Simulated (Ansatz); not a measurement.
C12H4N4⁻, that is TCNQ with one electron more, relaxed as a doublet with UKS PBE-D4/def2-SVP in Ansatz, starting from the PBE-D4/def2-SVP geometry of the neutral singlet. Force threshold 0.03 eV/Å.

Start:

```xyz
20

N     0.559    3.844    2.717
C     0.335    3.382    1.659
C     0.066    2.808    0.381
C    -0.169    3.713   -0.696
N    -0.364    4.450   -1.592
C     0.033    1.413    0.192
C     0.273    0.509    1.294
C     0.241   -0.847    1.109
C    -0.034   -1.413   -0.192
C    -0.066   -2.808   -0.381
C    -0.334   -3.381   -1.660
N    -0.557   -3.843   -2.718
C     0.170   -3.713    0.696
N     0.366   -4.450    1.591
C    -0.274   -0.509   -1.293
C    -0.242    0.847   -1.109
H     0.482    0.931    2.288
H     0.425   -1.528    1.954
H    -0.484   -0.931   -2.288
H    -0.426    1.528   -1.954
```

**Question.** Estimate the energy that the relaxation releases and the steps that it takes.

**Answer.** 1.9 kcal/mol, in 4 steps; 21 s on 4 threads of Arm Neoverse V2 on a shared host. No frequencies were taken in this run, so the end may be a saddle point.

**Question.** Does the start keep its bonding and symmetry?

**Answer.** By distances, no bond broke or formed. The bond that changes most is C9–C10, from 1.41 to 1.44 Å (atoms count from 1). Point group D2h at the start, D2h at the end, both within 0.05 Å.

**Question.** Predict the relaxed structure.

**Answer.** 
| atom | x (Å) | y (Å) | z (Å) |
| --- | --- | --- | --- |
| N1 | 0.5594 | 3.8818 | 2.7240 |
| C2 | 0.3348 | 3.4219 | 1.6595 |
| C3 | 0.0665 | 2.8541 | 0.3875 |
| C4 | -0.1673 | 3.7520 | -0.6856 |
| N5 | -0.3636 | 4.4887 | -1.5878 |
| C6 | 0.0332 | 1.4256 | 0.1936 |
| C7 | 0.2688 | 0.5198 | 1.2742 |
| C8 | 0.2367 | -0.8523 | 1.0879 |
| C9 | -0.0333 | -1.4256 | -0.1935 |
| C10 | -0.0664 | -2.8542 | -0.3875 |
| C11 | -0.3347 | -3.4219 | -1.6595 |
| N12 | -0.5592 | -3.8818 | -2.7241 |
| C13 | 0.1674 | -3.7520 | 0.6855 |
| N14 | 0.3640 | -4.4887 | 1.5877 |
| C15 | -0.2690 | -0.5198 | -1.2741 |
| C16 | -0.2369 | 0.8523 | -1.0879 |
| H17 | 0.4794 | 0.9331 | 2.2728 |
| H18 | 0.4222 | -1.5259 | 1.9389 |
| H19 | -0.4796 | -0.9331 | -2.2728 |
| H20 | -0.4223 | 1.5259 | -1.9389 |
Bond lengths: 12 × C–C 1.39 to 1.44 Å; 4 × C–N 1.18 Å; 4 × C–H 1.10 Å.
